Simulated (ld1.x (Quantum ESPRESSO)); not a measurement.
## Varying the RRKJ potential for aluminium

Base potential:

| Property | Result |
| --- | --- |
| Element | aluminium |
| Generator | ld1.x (Quantum ESPRESSO) 7.5 |
| Type | norm-conserving RRKJ (Kleinman–Bylander form) |
| Functional | PW91 |
| Relativity | scalar-relativistic |
| Frozen core | [Ne] |
| Valence charge | 3 |
| Reference configuration | 3s1.5 3p1.5 |
| Partial waves | 3p (bound): rc 1.95 bohr; 3s (bound): rc 1.70 bohr |
| Local potential | the s channel |
| Core correction | none |

Cutoffs, loose and tight: the cutoffs (Ry, on a coarse ladder) from which the occupation-weighted sum of valence levels, in a spherical-Bessel basis at the reference potential, stays within 10 and 1 mRy of its value at 400 Ry. They do not see the model core or the augmentation charge, which bear on the density cutoff. Test errors are all-electron minus pseudo excitation energies from the reference, over the configurations 3s2 3p1; 3s2 3p0; 3s1 3p0; 3s1 3p2; 3s1 3p1; 3s2 3p0.5; 3s2 3p1.3. A dash means not determined; rows that change the core or the reference have their own tests. The largest error is taken over the tests solved by every variant that gives reliable tests at all: 3s1 3p0; 3s1 3p1; 3s1 3p2; 3s2 3p0; 3s2 3p0.5; 3s2 3p1.

A true bound ghost makes a file unfit for plane-wave use even where its test errors are small: the radial tests pick states by their node count and pass the ghost by.

| change | outcome | cutoff, loose | cutoff, tight | bound ghosts | largest test error (meV) |
| --- | --- | --- | --- | --- | --- |
| base | generated | 10 Ry | 30 Ry | none | +14 |
| wave 3s (bound): rc 1.70 bohr becomes 3s (bound): rc 1.08 bohr | generated | 180 Ry | 230 Ry | p, s (extra level of the local part) | +287 |
| wave 3s (bound): rc 1.70 bohr becomes 3s (bound): rc 1.36 bohr | generated | 35 Ry | 80 Ry | none | +25 |
| wave 3s (bound): rc 1.70 bohr becomes 3s (bound): rc 1.68 bohr | generated | 10 Ry | 30 Ry | none | +14 |
| wave 3s (bound): rc 1.70 bohr becomes 3s (bound): rc 1.98 bohr | generated | 10 Ry | 25 Ry | none | +14 |
| wave 3s (bound): rc 1.70 bohr becomes 3s (bound): rc 2.24 bohr | generated | 8 Ry | 25 Ry | none | +16 |

Problem. What comes out with this change to the base: wave 3s (bound): rc 1.70 bohr becomes 3s (bound): rc 2.48 bohr?

Solution. outcome: generated; cutoff, loose: 8 Ry; cutoff, tight: 18 Ry; bound ghosts: none; largest test error (meV): +20.

Reading the sweep of the s radius (base included, trends over the rows without a ghost): The loose cutoff falls from 35 Ry at 1.36 to 8 Ry at 2.48 bohr. A larger radius leaves more room for a smooth pseudo-wave, so fewer plane waves are needed; a smaller one forces it to follow the all-electron wave where it bends sharply. The median size of the test errors (rows with all tests solved) falls from 3.8 meV at 1.36 to 1.2 meV at 2.48 bohr. This runs against the usual rule that a larger radius transfers worse; these runs do not show why. Bound ghosts are found at 1.08 bohr.
